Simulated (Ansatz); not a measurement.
One change: `FCI` becomes `F[CH2][ZnH]`.

Ansatz, PBE0-D4/def2-TZVP geometries, multiplicity 1. 

Elements past krypton have def2 core potentials. Scalar relativity is left out up to krypton. Spin–orbit coupling is left out; it splits and shifts lone-pair levels of the heavy atoms by tenths of an eV.

```tsv
property	`FCI`
HOMO–LUMO gap (ωB97M-V/def2-TZVPP) / eV	10.66
HOMO energy (ωB97M-V/def2-TZVPP) / eV	-9.76
HOMO–LUMO gap (PBE/def2-TZVPP) / eV	4.43
HOMO energy (PBE0/def2-TZVPP) / eV	-7.58
HOMO energy (B3LYP/def2-TZVPP) / eV	-7.34
HOMO–LUMO gap (PBE0/def2-TZVPP) / eV	6.52
```

(1) Give the same properties after the change, and the shifts. (An estimate is asked.)

Results:

(1) Computed: 
```json
{"property": "HOMO–LUMO gap (ωB97M-V/def2-TZVPP) / eV", "`F[CH2][ZnH]`": "10.25", "shift": "-0.41"}
{"property": "HOMO energy (ωB97M-V/def2-TZVPP) / eV", "`F[CH2][ZnH]`": "-9.63", "shift": "0.13"}
{"property": "HOMO–LUMO gap (PBE/def2-TZVPP) / eV", "`F[CH2][ZnH]`": "4.56", "shift": "0.13"}
{"property": "HOMO energy (PBE0/def2-TZVPP) / eV", "`F[CH2][ZnH]`": "-7.39", "shift": "0.19"}
{"property": "HOMO energy (B3LYP/def2-TZVPP) / eV", "`F[CH2][ZnH]`": "-7.21", "shift": "0.13"}
{"property": "HOMO–LUMO gap (PBE0/def2-TZVPP) / eV", "`F[CH2][ZnH]`": "6.62", "shift": "0.10"}
```

With PBE0 the HOMO rises by 0.19 eV and the LUMO rises by 0.29 eV, so the gap widens by about 0.10 eV. PBE moves the HOMO by 0.30 eV and ωB97M-V by 0.13 eV. The zero-point energy changes by 13.0 kJ/mol with +3 modes.

B3LYP here is the variant with VWN-RPA as its local correlation; programs differ in this.
